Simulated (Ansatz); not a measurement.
`SB1CO1` + H–F → `FB1CO1` + H₂S at 500 K and 1 bar (ligand exchange at a B–S bond).

Calculated with Ansatz (gas phase, PBE0-D4/def2-TZVP geometries, no zero-point term in ΔE). CBS: MP2 limit from def2 TZ/QZ plus the TZ coupled-cluster correction, frozen cores. This one scheme is used for every species. Each species was taken in one conformer, which may not be the lowest.

```
 species  CCSD(T)/CBS energy (Eh)  H − E (kJ/mol)  S (J/(mol·K))
`SB1CO1`               -537.61656           147.1          330.1
     H–F               -100.39570            39.4          188.7
`FB1CO1`               -239.05799           123.2          303.8
     H₂S               -398.97279            57.0          224.0
```

H − E and S are ideal-gas, rigid-rotor, harmonic terms from PBE0-D4/def2-TZVP, for one conformer and one mirror image of each species. 1 Eh = 2625.50 kJ/mol, R = 8.31446 J/(mol·K).

Question: By hand: ΔE, ΔH, ΔS and ΔG.

Answer: ΔE = (-239.05799) + (-398.97279) − (-537.61656) − (-100.39570) = -0.01852 Eh = -48.6 kJ/mol. Δ(H − E) = 123.2 + 57.0 − 147.1 − 39.4 = -6.3, so ΔH = -54.9 kJ/mol. ΔS = 303.8 + 224.0 − 330.1 − 188.7 = 9.0 J/(mol·K). ΔG = -54.9 − 500 × (9.0)/1000 = -59.4 kJ/mol.

Question: By hand: the equilibrium constant, and the temperature at which ΔG would vanish if ΔH and ΔS stayed fixed.

Answer: log₁₀ K = −ΔG/(RT ln 10) = 6.2. ΔH and −TΔS have one sign here, so there is no such temperature.

The number of gas molecules stays the same, so ΔS is small and ΔH decides. A doubt of 5 kJ/mol in ΔE shifts log₁₀ K by 0.5 here. Other conformers and mirror images would add mixing entropy, several J/(mol·K) or more a flexible species. These are equilibria of isolated gas molecules and say nothing of rates. Largest T1 diagnostic: 0.015 (customary marks: 0.02 for closed shells, 0.045 for open ones).

ΔS is within the doubt of such terms, so its sign, and with it that verdict, could turn.
